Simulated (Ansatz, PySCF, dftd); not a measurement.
Species: C2H4N, charge 0, doublet. C2H4N (SMILES [CH]=NC, doublet).
B3LYP-D3(BJ)/def2-TZVP minimum from Ansatz (a first-principles code):
```
N
C 1 1.2232
H 2 1.0952 1 124.76
C 1 1.4506 2 128.09 3 180.00
H 4 1.0905 1 108.76 2 121.47
H 4 1.0905 5 107.72 1 -117.72
H 4 1.0926 5 109.67 6 -119.30
```
Charge 0, spin multiplicity 2.

Wanted: enthalpy of formation at 298 K (by atomisation, with ideal-gas terms from PySCF's Hessian at B3LYP-D3(BJ)/def2-TZVP and the atoms' measured values of the G2/97 table; no spin-orbit terms), in kJ/mol. Open shells are spin-unrestricted; no spin-orbit coupling. Cores are frozen in correlated methods. Rows without X2C or -DK are non-relativistic. CBS(X,Y): correlation extrapolated as X^-3, Hartree-Fock from the larger set. A bracket is a step between two methods taken in the basis named. Functionals run without relativity, which enters their misses. Double hybrids freeze cores in their MP2 part. '+ core + X2C': CCSD(T) terms for core correlation (cc-pwCVTZ) and scalar relativity (cc-pVTZ-DK). Where a partner has so few electrons that a lower coupled-cluster level is exact, that level stands in. The UHF reference of C2H4N ([CH]=NC, doublet) is spin-contaminated (<S^2> up to 0.07 over the pure value in the sets run).

| level | program | enthalpy of formation at 298 K (kJ/mol) | difference against the last row |
|---|---|---|---|
| PBE-D3(BJ)/def2-TZVPD | Ansatz + dftd3 | 163.8 | -102.6 |
| r2SCAN-D4/def2-TZVPD | Ansatz + dftd4 | 259.5 | -6.9 |
| B3LYP/def2-TZVPD | Ansatz | 253.7 | -12.7 |
| CAM-B3LYP/def2-TZVPD | Ansatz | 247.4 | -19.0 |
| B2PLYP-D4/def2-TZVPD | Ansatz + dftd4 | 278.5 | 12.1 |
| MP2/CBS(cc-pVTZ,cc-pVQZ) | Ansatz | 256.9 | -9.5 |
| CCSD/CBS(cc-pVTZ,cc-pVQZ) | Ansatz | 331.8 | 65.4 |
| CCSDT(Q)/aug-cc-pVDZ | Ansatz | 468.1 | 201.7 |
| CCSDT(Q)/cc-pVDZ | Ansatz | 493.1 | 226.7 |
| CCSD(T)/CBS(cc-pVTZ,cc-pVQZ) + [CCSDT(Q) - CCSD(T)]/cc-pVDZ + core + X2C | Ansatz | 266.4 | 0.0 |
